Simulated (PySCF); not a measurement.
# Working out the ionisation energy of Cl⁺

Cl⁺ [Ne] 3s2 3p4 (3P) → Cl²⁺ [Ne] 3s2 3p3 (4S). Calculation: PySCF 2.14, in 6-31G* (4s3p1d, 18 functions); the non-relativistic Hamiltonian (point nucleus). Frozen: [Ne]. Energies in hartree (1 hartree = 27.21139 eV):

```
            part  Cl⁺ (lower)  Cl²⁺ (upper)
             UHF  -459.013539   -458.186783
CCSD correlation    -0.102630     -0.089330
             (T)    -0.001160     -0.000805
```

**Question.** What does Hartree-Fock give?

**Answer.** (-458.186783) − (-459.013539) = 0.826756 hartree = 22.497 eV.

**Question.** What do CCSD and CCSD(T) give?

**Answer.** The CCSD correlation energies differ by 0.013300 hartree = 0.362 eV and the triples by 0.000355 hartree = 0.010 eV, so CCSD gives 22.859 eV and CCSD(T) 22.869 eV.

Measured between the centres of the two terms (NIST): 23.771 eV, so CCSD(T) (valence) is off by -0.902 eV.

What remains against the reference includes basis incompleteness, the frozen core and higher excitations.
